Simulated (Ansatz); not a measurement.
Ideal-gas functions of `[F][SnH]([SiH3])[Cl]` at 600 K and 1 bar, from an Ansatz frequency run at PBE0-D4/def2-TZVP.

Molar mass 205.28 g/mol, point group C1 (symmetry number 1), electronic degeneracy 1, moments of inertia 180.789, 306.037, 410.232 u Å². Harmonic wavenumbers (cm⁻¹, unscaled): 63, 76, 111, 145, 308, 373, 468, 483, 571, 578, 619, 842, 930, 932, 1957, 2236, 2255, 2265.

Use S(trans) = R[1.5 ln M + 2.5 ln T − 1.1517]; rotational temperatures θ = 24.2544 K / I; S(rot) = R[ln(√π/σ · √(T³/θAθBθC)) + 1.5]; for each mode x = 1.438777 ν̃/T, S = R[x/(eˣ − 1) − ln(1 − e⁻ˣ)] and H = RT x/(eˣ − 1); 1 cm⁻¹ = 0.0119627 kJ/mol; R = 8.31446 J/(mol·K).

**Question.** By hand: the entropy, in J/(mol·K).

**Answer.** Translation 189.8. Rotation: θ = 0.1342, 0.0793, 0.0591 K, giving 127.7. Vibration, mode by mode: 24.04, 22.48, 19.34, 17.14, 11.02, 9.51, 7.78, 7.54, 6.32, 6.24, 5.75, 3.75, 3.18, 3.17, 0.44, 0.25, 0.24, 0.24, in all 148.4. Electronic 0.0. Sum 465.9 J/(mol·K).

**Question.** By hand: H − E and G − E in kJ/mol, counted from the electronic energy.

**Answer.** Zero-point energy ½ × 15212 × 0.0119627 = 91.0; thermal vibration 41.1; translation, rotation and pV give 4 RT = 20.0. H − E = 152.1 kJ/mol, and G − E = 152.1 − 600 × 465.9/1000 = -127.4 kJ/mol.

Vibration gives 32 % of the entropy, 83.0 J/(mol·K) of it from the modes under 150 cm⁻¹: soft modes count most, and the harmonic formula is weakest for them. The sum counts one conformer and one mirror image; others add a mixing term.
